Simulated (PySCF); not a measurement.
An unknown shows these calculated signals:

1H NMR (600 MHz, computed): δ 8.10 (m, 1H), 8.04 (s, 1H), 3.13 (s, 1H).

13C{1H} NMR (computed): δ 170.6 (C), 165.6 (C), 164.5 (CH), 148.6 (CH), 124.2 (C), 99.1 (CH), 77.4 (C).

PySCF calculation with GIAO PBE0/pcSseg-1 shieldings and structure optimised with GFN2-xTB; one conformer, relativity neglected, in vacuum.

δ = σ(ref) − σ, references computed at the same level: TMS for 1H (σ = 31.72 ppm), 13C (σ = 186.93 ppm).

Question: Which of these does the molecule contain: a CH3CH2 unit, a C≡C triple bond, an ester, an OH group, a heteroaromatic ring?

Answer: 
- A CH3CH2 unit: no.
- A C≡C triple bond: yes (δC 99.1, 77.4; δH 3.13 (s)).
- An ester: no.
- An OH group: no.
- A heteroaromatic ring: yes.

The data belong to `C#Cc1cocc(F)c1=O`, C₇H₃FO₂; they needn't prove each group on their own.

Carbon signals by region: 3 in the far downfield region (above 160 ppm), 2 in the sp2 and nitrile region (100–160 ppm), 2 at 50–100 ppm. Above 160 ppm: 170.6, ring carbonyl carbon, 165.6, unsaturated ring carbon, 164.5, unsaturated ring CH.

Splittings by 19F in the carbon and heteronuclear signals aren't shown, as no couplings were computed. Shifts are as computed. Against solution values, carbons near 30 ppm lie about +3 ppm off and those near 130 ppm about +5 ppm. Of 1211 compounds with measured shifts, 218 miss one by over three times the rms of a fit or turn the order of signals round; such compounds aren't used in these exercises. Multiplicities follow the n + 1 count of equivalent neighbours, as no J values were calculated; m marks all less simple cases, F and P coupling included.
